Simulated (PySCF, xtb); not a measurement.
CH5MoNO2S, SMILES C[N]=[Mo](=[O])([OH])[SH], multiplicity 1. One conformer was computed; it need not be the lowest.

Harmonic wavenumbers (cm⁻¹) from GFN2-xTB in xtb at its own minimum, in rising order: 22, 85, 118, 126, 155, 172, 246, 297, 310, 347, 365, 510, 567, 580, 643, 921, 1064, 1095, 1337, 1394, 1446, 1454, 2347, 2887, 2903, 2932, 3590.

Task: What does PySCF 2.14.0 with B3LYP-D3(BJ)/def2-SVP give at its own minimum? (Estimate from the structure and the level; the computed values follow.)

Result: 88, 92, 112, 153, 187, 236, 283, 319, 347, 366, 427, 619, 649, 699, 731, 1013, 1089, 1100, 1315, 1415, 1440, 1448, 2641, 2994, 3079, 3084, 3851. Paired by order, the mean absolute difference is 72 cm⁻¹ and the zero-point energies are 39.9 and 42.6 kcal/mol.
